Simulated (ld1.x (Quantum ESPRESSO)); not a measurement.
## Transferability test, ultrasoft potential for magnesium

magnesium (Mg), ultrasoft, made with ld1.x (Quantum ESPRESSO) 7.5 (PBE, non-relativistic). Core [He], reference 2s2 2p6 3s1 3p1. Waves: 2s (bound): rcut 0.95, rcutus 1.15 bohr; 3s (bound): rcut 0.95, rcutus 1.15 bohr; 2p (bound): rcut 1.00, rcutus 1.05 bohr; 3p (bound): rcut 1.00, rcutus 1.05 bohr. Local part: all-electron potential smoothed inside 1.00 bohr (lloc = -1). Core correction: a·sin(br)/r model core, default radius (core density twice the valence density). Augmentation charge: built from norm-conserving waves at rcut, not smoothed further.

Energies are relative to the spin-unpolarised reference configuration 2s2 2p6 3s1 3p1; without spin polarisation the order of configurations can differ from experiment.

```tsv
valence configuration	charge	ΔE all-electron (eV)	error AE − PS (meV)
2s2 2p6 3s2 3p0	0	-3.476	-566
2s2 2p6 3s1 3p0	+1	4.473	+120
2s2 2p6 3s0 3p0	+2	19.475	+1763
2s1 2p6 3s2 3p0	+1	87.685	-2641
2s2 2p6 3s1.5 3p0	+0.5	-0.336	-305
2s2 2p6 3s0 3p1	+1	8.818	+985
2s2 2p5 3s2 3p0	+1	55.111	-2378
```

These tests converged, but a pseudo level misses the all-electron one widely, so the file describes the atom poorly there or has found another state: 2s2 2p6 3s0 3p0: empty 3s by 2.9 eV.

A Bessel basis up to 400 Ry misses an occupied level by 1.91 Ry, so cutoffs and ghosts were not judged. The potential misses its own reference levels by up to 1.5 eV, so it is not fit for use.
